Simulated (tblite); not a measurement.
Compound: C₅H₇NSSi.
Geometry (GFN2-xTB, Å), atoms numbered from 1 in this order:
```xyz
15
C5H7NSSi angstrom
C     -1.833    0.329    1.784
S     -1.396   -1.327    1.172
C     -0.059   -0.892    0.135
C      0.666   -1.667   -0.687
C      1.677   -0.736   -1.313
Si     0.921    0.686   -0.262
C     -0.067    1.959   -1.203
N     -0.693    2.737   -1.764
H     -2.709    0.211    2.413
H     -2.061    0.977    0.943
H     -1.008    0.732    2.365
H      0.579   -2.722   -0.885
H      1.582   -0.660   -2.396
H      2.708   -1.006   -1.090
H      1.688    1.386    0.765
```

Computed values, GFN2-xTB/tblite, gas phase, harmonic and unscaled. Errors from tens to a few hundred cm⁻¹ against measured bands are possible. Modes of hydrogen on silicon can be 10 to 20 % off. One conformer, not necessarily the lowest.

Harmonic wavenumbers (cm⁻¹): 37.1, 61.7, 91.8, 132.9, 154.2, 207.9, 287.1, 294.1, 318.7, 388.0, 434.1, 526.3, 540.9, 610.4, 670.8, 720.5, 729.7, 765.3, 801.6, 940.4, 942.4, 980.4, 1028.1, 1047.4, 1171.1, 1191.4, 1318.4, 1446.5, 1449.4, 1458.3, 1578.9, 2284.8, 2348.6, 2968.3, 2988.9, 3024.2, 3029.5, 3061.5, 3107.0.

A = 1844, B = 1164, C = 800.9 MHz; mass 141.007 u (most abundant isotopes); point group C1, symmetry number 1.

Question: Zero-point energy?

Answer: Half the sum of the wavenumbers: 22569 cm⁻¹ = 269.99 kJ/mol.

Question: Give the ideal-gas entropy at 298.15 K and 1 bar in the rigid-rotor, harmonic-oscillator model (classical rotation).

Answer: Translation 170.58, rotation 123.91, vibration 128.56: S = 423.0 J/(mol K).

Question: And Cp and H(298.15 K) − H(0)?

Answer: Cp = 156.73 J/(mol K), of which vibrations give 123.47 (their classical limit is 39 R = 324.3); H(298.15 K) − H(0) = 29.50 kJ/mol without the zero-point energy, 19.58 from vibrations.

Question: How do the functions run with temperature in this model?

Answer: 
| T (K) | S (J/(mol K)) | Cp (J/(mol K)) | H − H(0) (kJ/mol) | G − H(0) (kJ/mol) | ln q(vib) |
| --- | --- | --- | --- | --- | --- |
| 50 | 251.7 | 57.9 | 2.20 | -10.39 | 0.72 |
| 100 | 299.2 | 81.0 | 5.69 | -24.23 | 2.10 |
| 373.15 | 460.8 | 180.2 | 42.16 | -129.80 | 9.52 |
| 500 | 518.2 | 212.1 | 67.13 | -191.97 | 12.69 |
| 750 | 612.9 | 254.7 | 125.90 | -333.80 | 18.42 |
| 1000 | 690.3 | 282.4 | 193.26 | -497.00 | 23.52 |

q(vib) and H(0) count from the zero-point level.

Question: What must be added to the electronic energy to get the Gibbs energy at 298.15 K and 1 bar?

Answer: ZPE + [H(298.15 K) − H(0)] − T·S = 269.99 + 29.50 − 126.13 = 173.36 kJ/mol.

Question: Which modes carry the vibrational entropy at 298.15 K?

Answer: 37.1 cm⁻¹: 22.63; 61.7 cm⁻¹: 18.42; 91.8 cm⁻¹: 15.15; 132.9 cm⁻¹: 12.15; 154.2 cm⁻¹: 10.96; 207.9 cm⁻¹: 8.63 J/(mol K); the other 33 give 40.63 together.

Question: Blend soft modes into free rotors: weight 1/[1 + (100 cm⁻¹/ν̃)⁴] for the oscillator and the rest for a rotor with moment μB/(μ + B), μ = h/(8π²ν), B = 10⁻⁴⁴ kg m². What vibrational entropy results?

Answer: 116.19 J/(mol K) in place of 128.56, which changes −T·S at 298.15 K by +3.69 kJ/mol.

Hindered rotation and anharmonicity are outside this model. Other conformers, if any are populated, would add a mixing term that is left out. The structure is chiral; the term R ln 2 for an equal mix with its mirror image is left out.

Time: 0.49 s wall. Hardware: Intel Xeon 6975P-C, one thread, no GPU (shared host). This covers the Hessian and the dipole derivatives.
